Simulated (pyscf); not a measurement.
## [B=NH]•, doublet

Gas-phase minimum from PySCF at ωB97X-D3(BJ)/def2-SVP, one conformer. 

SMILES: N=[B]
```xyz
3

B      0.8477    -0.7890    -0.5097
N      0.2748     0.3092    -0.5996
H     -0.1869     1.1936    -0.6716
```
Charge 0, spin multiplicity 2.

Bonded distances (Å): B1–N2 1.242, N2–H3 1.000. Angles (°): B1–N2–H3 180.0.

Properties at ωB97X-D3(BJ)/def2-SVP:

| Quantity | Value |
|---|---|
| Harmonic wavenumbers, unscaled | 569, 569, 1954, 3884 cm⁻¹ |
| Zero-point energy | 10.0 kcal/mol |
| Rotational symmetry number | 1 |
| Entropy of this conformer at 298 K and 1 atm, rigid rotor and harmonic oscillator, modes under 100 cm⁻¹ raised to 100 | 208.9 J/(mol K) |
| Dipole moment | 0.56 D |
| Spin expectation value S2 | 0.761 |

Single-point totals, which compare only within one level (frozen core for MP2 and CC):

```json
[
 {"level": "ωB97X-D3(BJ)/def2-TZVP", "total energy (hartree)": "-80.17213"},
 {"level": "PBE/def2-TZVP", "total energy (hartree)": "-80.04146"},
 {"level": "r²SCAN/def2-TZVP", "total energy (hartree)": "-80.10202"},
 {"level": "B3LYP-D3(BJ)/def2-TZVP", "total energy (hartree)": "-80.15464"},
 {"level": "PBE0-D3(BJ)/def2-TZVP", "total energy (hartree)": "-80.04601"},
 {"level": "M06-2X/def2-TZVP", "total energy (hartree)": "-80.11907"},
 {"level": "ωB97M-D3(BJ)/def2-TZVP", "total energy (hartree)": "-80.17111"},
 {"level": "UHF/def2-TZVPP", "total energy (hartree)": "-79.68210"},
 {"level": "MP2/def2-TZVPP", "total energy (hartree)": "-79.94927"},
 {"level": "CCSD/def2-TZVPP", "total energy (hartree)": "-79.96029"},
 {"level": "CCSD(T)/def2-TZVPP", "total energy (hartree)": "-79.97398"}
]
```

The CCSD(T) − MP2 part came from Ansatz, without density fitting, on the same reference. The term symbol of open-shell B=NH was not checked; spin-orbit terms and orbital degeneracy are left out.
